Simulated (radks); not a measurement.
Values are calculated unless marked as measured or tabulated.
All-electron atom: W in [Xe] 4f14 5d4 6s2 (the NIST ground configuration).

Code: a radial shooting solver on a logarithmic mesh with Libxc functionals. Model: non-relativistic Kohn-Sham, LB94 model potential, spin-polarised, spherical densities, point nucleus; open shells are filled with parallel spins first (spin-orbit coupling, left out, can overturn this in heavy ions); relativity is left out, which matters for an element this heavy.

Energy parts (eV):
part                  energy
kinetic            416972.95
electron-nucleus  -992392.88
Hartree            167689.43
(The LB94 potential has no energy functional, so no total or exchange-correlation energy is given.)

Orbitals (lengths in bohr, moments of r in powers of bohr; <r^-3> diverges for s and p1/2):
| orbital | occ. | eigenvalue (eV) | <r^-3> |
|---|---|---|---|
| 1s down | 1 | -63940.22 | - |
| 1s up | 1 | -63940.22 | - |
| 2s up | 1 | -10527.62 | - |
| 2s down | 1 | -10527.53 | - |
| 2p up | 3 | -10097.96 | 14260 |
| 2p down | 3 | -10097.92 | 14260 |
| 3s up | 1 | -2414.783 | - |
| 3s down | 1 | -2414.751 | - |
| 3p up | 3 | -2213.710 | 3046 |
| 3p down | 3 | -2213.651 | 3046 |
| 3d up | 5 | -1837.601 | 538.1 |
| 3d down | 5 | -1837.477 | 538.0 |
| 4s up | 1 | -487.3132 | - |
| 4s down | 1 | -487.1262 | - |
| 4p up | 3 | -403.3936 | 685.7 |
| 4p down | 3 | -403.2283 | 685.1 |
| 4d up | 5 | -250.2988 | 105.2 |
| 4d down | 5 | -250.1912 | 105.1 |
| 5s down | 1 | -71.0278 | - |
| 5s up | 1 | -70.7579 | - |
| 4f down | 7 | -50.4968 | 20.35 |
| 4f up | 7 | -50.4628 | 20.41 |
| 5p down | 3 | -46.4070 | 103.8 |
| 5p up | 3 | -46.3472 | 101.6 |
| 5d up | 4 | -11.0920 | 7.366 |
| 5d down | 0 | -10.2583 | 8.085 |
| 6s up | 1 | -9.0455 | - |
| 6s down | 1 | -7.3936 | - |

The highest occupied level is 6s down at -7.394 eV. The configuration is held as typed, so some empty levels lie below it. The spin density at the nucleus is 0.261 e/bohr^3 (1s 0.038, 2s -0.301, 3s 0.216, 4s 0.586, 5s -1.505, 6s 1.227). The electron density at the nucleus is 2.902e+05 e/bohr^3.
